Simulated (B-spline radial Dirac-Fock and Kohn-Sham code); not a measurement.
## Characteristic X-ray lines: Re⁶⁺

System: Re⁶⁺, configuration [Xe] 4f14 5d1.

Model: relaxed Dirac-Fock hole states (ΔSCF) with Breit and QED corrections and a finite nucleus. Program: a radial B-spline solver. A line energy is the difference of two single-hole energies; the list is a selection of electric-dipole transitions between resolved j subshells. Correlation and solid-state effects are left out.

| line | energy (eV) | wavelength (Å) |
| --- | --- | --- |
| K-O3 | 71639.4 | 0.17307 |
| K-O2 | 71627.2 | 0.17310 |
| K-N3 | 71221.7 | 0.17408 |
| K-N2 | 71148.7 | 0.17426 |
| K-M3 | 69300.7 | 0.17891 |
| K-M2 | 68987.8 | 0.17972 |
| K-L3 | 61136.5 | 0.20280 |
| K-L2 | 59713.0 | 0.20763 |
| L1-O3 | 12502.2 | 0.99170 |
| L1-O2 | 12490.1 | 0.99266 |
| L1-N3 | 12084.6 | 1.0260 |
| L1-N2 | 12011.5 | 1.0322 |

Values without a named source are computed, but for edge energies of neutral atoms, which are taken from tables.
